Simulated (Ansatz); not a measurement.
`[F][AlH][PH2]` + HBr → `[F][AlH][Br]` + PH₃ at 500 K and 1 bar (cleavage of the Al–P bond).

Calculated with Ansatz (gas phase, PBE0-D4/def2-TZVP geometries, no zero-point term in ΔE). CCSD(T)/CBS is the MP2 limit (def2-TZVPP, def2-QZVPP) plus CCSD(T) − MP2 in def2-TZVPP, frozen cores. This one scheme is used for every species. For Br outer-core shells are correlated without core-valence functions, which leaves a few kJ/mol of doubt a bond. Scalar relativity is left out up to krypton. Each species was taken in one conformer, which may not be the lowest.

```tsv
species	CCSD(T)/CBS energy (Eh)	H − E (kJ/mol)	S (J/(mol·K))
`[F][AlH][PH2]`	-684.62569	103.5	350.5
HBr	-2573.91920	30.5	213.7
`[F][AlH][Br]`	-2915.86674	53.8	327.2
PH₃	-342.72256	81.5	231.4
```

H − E and S are ideal-gas, rigid-rotor, harmonic terms from PBE0-D4/def2-TZVP, for one conformer and one mirror image of each species. 1 Eh = 2625.50 kJ/mol, R = 8.31446 J/(mol·K).

By hand: ΔE, ΔH, ΔS and ΔG.

ΔE = (-2915.86674) + (-342.72256) − (-684.62569) − (-2573.91920) = -0.04441 Eh = -116.6 kJ/mol. Δ(H − E) = 53.8 + 81.5 − 103.5 − 30.5 = 1.3, so ΔH = -115.3 kJ/mol. ΔS = 327.2 + 231.4 − 350.5 − 213.7 = -5.6 J/(mol·K). ΔG = -115.3 − 500 × (-5.6)/1000 = -112.5 kJ/mol.

By hand: the equilibrium constant, and the temperature at which ΔG would vanish if ΔH and ΔS stayed fixed.

log₁₀ K = −ΔG/(RT ln 10) = 11.8. ΔG = 0 at ΔH/ΔS = 20589 K, far beyond where these terms or the molecules hold.

The number of gas molecules stays the same, so ΔS is small and ΔH decides. A doubt of 5 kJ/mol in ΔE shifts log₁₀ K by 0.5 here. Other conformers and mirror images would add mixing entropy, several J/(mol·K) or more a flexible species. These are equilibria of isolated gas molecules and say nothing of rates. Largest T1 diagnostic: 0.014 (customary marks: 0.02 for closed shells, 0.045 for open ones).
